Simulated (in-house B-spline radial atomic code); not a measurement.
How numerical settings move a run on the erbium ion Er³⁺, [Xe] 4f11. Computed with an all-electron radial atomic-structure program (B-spline basis): scalar-relativistic (X2C) BP86, spherical fractional occupations, Fermi nucleus of rms radius 5.2516 fm.

Command:
```bash
python run_scf.py task.json out
```
Settings of the sound reference run:
```
Z                68
electrons        65
configuration    [Xe] 4f11
hamiltonian      x2c
method           b88,p86
spin_polarised   False
nucleus          fermi
rms_radius       5.2516
mass_number      166
atomic_mass      165.9303
speed_of_light   137.036
knot_spacing     0.22
spline_order     8
gauss_points     12
box_radius       16.22
max_iterations   70
damping          0.5
damped_steps     3
diis_vectors     10
tolerance        1e-08
start            Thomas-Fermi
```

Cost of the run: 0.27 s on 1 thread of Arm Neoverse V1, on a shared host.

It converges in 10 iterations to -13086.178909 hartree, with 4f at -35.5389 eV. The other runs change the listed settings, some to values that make no sense; their results aren't properties of the atom or ion. Radii are in bohr (the nuclear one in fm), a minus after a letter asks for a j subshell, and «unchanged» means within 1e-8 hartree. The run stops when the residual is below 10 × tolerance × max(1, Z/10), or a noise floor if that is larger, and the energy moves by less than 1e-8 × √|E| hartree; so very loose and very tight tolerances often act alike.

```tsv
changed settings	outcome
box_radius = 8.11	converged in 10 iterations, energy +2.67e-07 hartree from the reference, 4f level +1.5e-05 eV
box_radius = 0.97	converged in 8 iterations, energy +2.21e+02 hartree from the reference, 4f level +3.3e+02 eV (the program warns: 4f has a positive eigenvalue: unbound, held by the box; 4d has a positive eigenvalue: unbound, held by the box)
hamiltonian = dirac, method = hf, spin_polarised = True	stopped with error: spin polarisation is not served with the Dirac Hamiltonian
knot_spacing = 1.4, max_iterations = 75, damping = 0.95, damped_steps = 8	converged in 16 iterations, energy +9.78e+02 hartree from the reference, 4f level -1.3e+02 eV (the program warns: 4f reaches the box edge; 1s reaches the box edge)
gauss_points = 8, max_iterations = 2, damped_steps = 30, start = bare nucleus	not converged after 2 iterations, last residual 9.2e+00, last energy +1.96e+03 hartree from the reference
box_radius = 2.43	converged in 9 iterations, energy +1.52e+00 hartree from the reference, 4f level +1.2e+01 eV (the program warns: 4f reaches the box edge; 4p reaches the box edge)
box_radius = 64.88	converged in 10 iterations, energy -7.17e-07 hartree from the reference, 4f level -2.7e-06 eV
spline_order = 7	converged in 10 iterations, energy -1.23e-07 hartree from the reference, 4f level +3.4e-06 eV
spline_order = 10	converged in 10 iterations, energy -1.85e-06 hartree from the reference, 4f level +7.3e-07 eV
gauss_points = 5, box_radius = 8.11, max_iterations = 50, damped_steps = 0, start = bare nucleus	converged in 11 iterations, energy -3.50e-06 hartree from the reference, 4f level -7.0e-06 eV
box_radius = 1.62	converged in 8 iterations, energy +1.90e+01 hartree from the reference, 4f level +6.5e+01 eV (the program warns: 4f has a positive eigenvalue: unbound, held by the box; 5p has a positive eigenvalue: unbound, held by the box)
box_radius = 32.44	converged in 10 iterations, energy -3.65e-07 hartree from the reference, 4f level -1.8e-06 eV
knot_spacing = 2, spline_order = 3, first_knot = 0.000147, max_iterations = 100, tolerance = 1e-06	converged in 7 iterations, energy +2.53e+03 hartree from the reference, 4f level -5.3e+02 eV
spline_order = 5	converged in 10 iterations, energy +3.33e-04 hartree from the reference, 4f level -8.9e-05 eV
electrons = 73, configuration = [Xe] 4f11 7s2 7p6, max_iterations = 50	converged in 12 iterations to -13086.1932 hartree, a different physical problem (warning: 7s has a positive eigenvalue: unbound, held by the box)
box_radius = 4.87	converged in 10 iterations, energy +8.48e-04 hartree from the reference, 4f level +3.5e-02 eV (the program warns: 4f reaches the box edge; 5s reaches the box edge)
```

(1) What happens with electrons = 68, configuration = [Xe] 4f11 6s3, max_iterations = 50?

(2) What happens with box_radius = 3.24?

(3) What happens with start = bare nucleus?

(4) What happens with knot_spacing = 0.4, max_iterations = 8, damped_steps = 30, diis_vectors = 4?

## Answers

(1) Stopped with error: shell 6s holds at most 2 electrons.

(2) Converged in 10 iterations, energy +1.31e-01 hartree from the reference, 4f level +2.0e+00 eV (the program warns: 4f reaches the box edge; 5s reaches the box edge).

(3) Converged in 13 iterations, energy unchanged, 4f level +4.4e-05 eV.

(4) Not converged after 8 iterations, last residual 2.7e-03, last energy +8.29e-03 hartree from the reference.
